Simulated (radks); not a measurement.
Values are calculated unless marked as measured or tabulated.
Charge is removed step by step from the 2p down level of Nb+, starting from [He] 2s2 2p(up 3, down 3) 3s2 3p6 3d10 4s2 4p6 4d4. Level of theory: scalar-relativistic Kohn-Sham, r2SCAN, spin-polarised, spherical densities, finite nucleus; open shells are filled with parallel spins first (spin-orbit coupling, left out, can overturn this in heavy ions); meta-GGA in the generalised Kohn-Sham scheme; Fermi nuclear charge, rms radius 4.324 fm (a radial shooting solver on a logarithmic mesh with Libxc functionals).

[
 {"removed (e)": "0", "E - E(0) (eV)": "0.000", "eigenvalue (eV)": "-2368.0", "E minus straight line (eV)": "0.000"},
 {"removed (e)": "0.125", "E - E(0) (eV)": "296.54", "eigenvalue (eV)": "-2379.9", "E minus straight line (eV)": "-5.284"},
 {"removed (e)": "0.25", "E - E(0) (eV)": "594.57", "eigenvalue (eV)": "-2392.0", "E minus straight line (eV)": "-9.067"},
 {"removed (e)": "0.375", "E - E(0) (eV)": "894.11", "eigenvalue (eV)": "-2404.0", "E minus straight line (eV)": "-11.345"},
 {"removed (e)": "0.5", "E - E(0) (eV)": "1195.2", "eigenvalue (eV)": "-2416.1", "E minus straight line (eV)": "-12.112"},
 {"removed (e)": "0.625", "E - E(0) (eV)": "1497.7", "eigenvalue (eV)": "-2428.3", "E minus straight line (eV)": "-11.365"},
 {"removed (e)": "0.75", "E - E(0) (eV)": "1801.8", "eigenvalue (eV)": "-2440.4", "E minus straight line (eV)": "-9.099"},
 {"removed (e)": "0.875", "E - E(0) (eV)": "2107.4", "eigenvalue (eV)": "-2452.6", "E minus straight line (eV)": "-5.312"},
 {"removed (e)": "1", "E - E(0) (eV)": "2414.6", "eigenvalue (eV)": "-2464.8", "E minus straight line (eV)": "0.000"}
]

Removing the whole electron costs 2414.6 eV by Delta-SCF, against 2368.0 eV from minus the eigenvalue at the starting occupation. Slater's transition state (half an electron removed) gives 2416.1 eV. Integrating minus the eigenvalue over the occupation (Janak's theorem) gives 2416.2 eV. In this scalar-relativistic scheme the density is built from large components alone, so the theorem holds only approximately. The mean slope of the eigenvalue, de/dn, is 96.9 eV per electron.
